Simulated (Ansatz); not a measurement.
Calculation: Ansatz (a first-principles code) with B3LYP-D3(BJ)/def2-TZVP. No frequencies were computed at this level.

Ansatz 0.2 input:
```yaml
crystal:
  periodic: [false, false, false]
  atoms:
    - { symbol: Cl, position_ang: [1.801584, -0.902113, 0.053848] }
    - { symbol: Ga, position_ang: [-0.001252, 0.137873, -0.004968] }
    - { symbol: Cl, position_ang: [-1.791128, -0.925798, 0.015009] }
    - { symbol: H, position_ang: [-0.009204, 1.690038, -0.063889] }
basis:
  gaussian: { orbitals: def2-tzvp }
hamiltonian:
  xc: b3lyp
  dispersion: d3bj
relax:
  max_steps: 150
```

Output:

```
Functional definition: B3LYP
973 factors; their error is unknown
mean field evaluation 1: about -77443.7664 eV, gradient 3.2e1 eV
mean field evaluation 2: about -77442.7041 eV, gradient 4.6e1 eV
mean field evaluation 4: about -77445.2061 eV, gradient 7.8e-1 eV
mean field evaluation 8: about -77445.4117 eV, gradient 1.2e-1 eV
mean field -77445.41166156 eV, -2846.0663841767 hartree, gradient 4.4e-5 eV, S^2 0.000000; 0 other end points of the search recorded, 0 dependent functions left out
reference -77445.41189916 eV, -2846.0663929084 hartree; 33, 33 occupied and 95, 95 virtual orbitals, 973 factors
relax step   1: F+E_penalty+E_count = -77445.58019243 eV  Δ(F+E_penalty+E_count) = +0.000e0 eV  max|allowed force component| = 1.362e0 eV/Å  Δτ_max = 0.0000 Å  (23 SCF iters, accepted)
these checks for a lower state are left out or cut short: starts, cluster_reference, orbital_swaps, neighbouring_geometries, increment
973 factors; their error is unknown
mean field evaluation 16: about -77445.2795 eV, gradient 4.2e-2 eV
mean field -77445.48750459 eV, -2846.0691713567 hartree, gradient 6.5e-5 eV, S^2 0.000000; 0 other end points of the search recorded, 0 dependent functions left out
reference -77445.48774395 eV, -2846.0691801531 hartree; 33, 33 occupied and 95, 95 virtual orbitals, 973 factors
relax step   2: F+E_penalty+E_count = -77445.65343281 eV  Δ(F+E_penalty+E_count) = -7.324e-2 eV  max|allowed force component| = 1.477e-1 eV/Å  Δτ_max = 0.0444 Å  (25 SCF iters, accepted)
these checks for a lower state are left out or cut short: starts, cluster_reference, orbital_swaps, neighbouring_geometries, increment
973 factors; their error is unknown
mean field -77445.48790384 eV, -2846.0691860291 hartree, gradient 3.9e-5 eV, S^2 0.000000; 0 other end points of the search recorded, 0 dependent functions left out
reference -77445.48814316 eV, -2846.0691948239 hartree; 33, 33 occupied and 95, 95 virtual orbitals, 973 factors
relax step   3: F+E_penalty+E_count = -77445.65422539 eV  Δ(F+E_penalty+E_count) = -7.926e-4 eV  max|allowed force component| = 1.482e-2 eV/Å  Δτ_max = 0.0137 Å  (25 SCF iters, accepted)
these checks for a lower state are left out or cut short: starts, cluster_reference, orbital_swaps, neighbouring_geometries, increment
973 factors; their error is unknown
mean field -77445.48798402 eV, -2846.0691889757 hartree, gradient 5.9e-5 eV, S^2 0.000000; 0 other end points of the search recorded, 0 dependent functions left out
reference -77445.48822334 eV, -2846.0691977705 hartree; 33, 33 occupied and 95, 95 virtual orbitals, 973 factors
relax step   4: F+E_penalty+E_count = -77445.65424373 eV  Δ(F+E_penalty+E_count) = -1.834e-5 eV  max|allowed force component| = 2.046e-3 eV/Å  Δτ_max = 0.0021 Å  (19 SCF iters, accepted)
973 factors; their error is unknown
mean field evaluation 32: about -77442.2625 eV, gradient 4.8e1 eV
mean field -77445.48798402 eV, -2846.0691889757 hartree, gradient 5.9e-5 eV, S^2 0.000000; 1 other end points of the search recorded, 0 dependent functions left out
reference -77445.48822334 eV, -2846.0691977705 hartree; 33, 33 occupied and 95, 95 virtual orbitals, 973 factors
Total energy: -77445.65448305 eV, -2846.0753077021 hartree
Atom 0 at     1.815321    -0.948871     0.055831 Å, force    -0.000054    -0.000197     0.000007 eV/Å
Atom 1 at    -0.001121     0.188123    -0.007101 Å, force     0.000106    -0.001609     0.000061 eV/Å
Atom 2 at    -1.803935    -0.971808     0.016670 Å, force    -0.000027    -0.000239     0.000009 eV/Å
Atom 3 at    -0.010266     1.732556    -0.065400 Å, force    -0.000025     0.002046    -0.000077 eV/Å
Dipole moment:    -0.002168     0.363692    -0.013728 e Å
```

Cost: roughly 18 core-seconds.
